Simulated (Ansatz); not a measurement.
Consider the cleavage of the Si–Si bond: `F[Si](F)(F)[SiH2]Cl` + `F[Si](F)(F)S` → `F[Si](F)(F)S[Si](F)(F)F` + `[SiH3]Cl`.

Gas-phase electronic energies from Ansatz, PBE0-D4/def2-TZVP geometries. CCSD(T)/CBS is the MP2 limit (def2-TZVPP, def2-QZVPP) plus CCSD(T) − MP2 in def2-TZVPP, frozen cores. This one scheme is used for every species. Each species was taken in one conformer, which may not be the lowest.

| species | MP2/def2-TZVPP energy (Eh) |
| --- | --- |
| `F[Si](F)(F)[SiH2]Cl` | -1338.45033 |
| `F[Si](F)(F)S` | -986.81080 |
| `F[Si](F)(F)S[Si](F)(F)F` | -1574.72132 |
| `[SiH3]Cl` | -750.56877 |

**Question.** Work out ΔE.

**Answer.** ΔE = (-1574.72132) + (-750.56877) − (-1338.45033) − (-986.81080) = -0.02896 Eh = -18.2 kcal/mol. CCSD(T)/CBS gives -16.2 kcal/mol.

**Question.** What do rigid-rotor, harmonic-oscillator terms from PBE0-D4/def2-TZVP frequencies (298.15 K, 1 bar) make of the CCSD(T)/CBS value? (Best estimate.)

**Answer.** The calculation gave: ΔZPE = +0.3 kcal/mol, ΔH = -16.0 kcal/mol, ΔS = -28 J/(mol·K), ΔG = -14.0 kcal/mol. Modes under 50 cm⁻¹ make the entropy rough.

Largest T1 diagnostic among the species: 0.012.

From BLYP to BHLYP (50 % exact exchange), in def2-TZVPP and without D4, ΔE moves by −3.3 kcal/mol. Leaving LDA and LC-ωPBE aside and taking each functional with its dispersion term where it has one, the values, not all of them listed here, spread over 3.8 kcal/mol, from ωB97M-V to PBE-D4. LDA lies −1.2 kcal/mol from PBE without D4. The D4 term adds −1.7 kcal/mol with B3LYP and −0.9 kcal/mol with PBE0; it sums over pairs of atoms, weighted by their polarisabilities, and B3LYP, whose exchange is more repulsive, gets the larger term.

B3LYP here is the variant with VWN-RPA as its local correlation; programs differ in this.
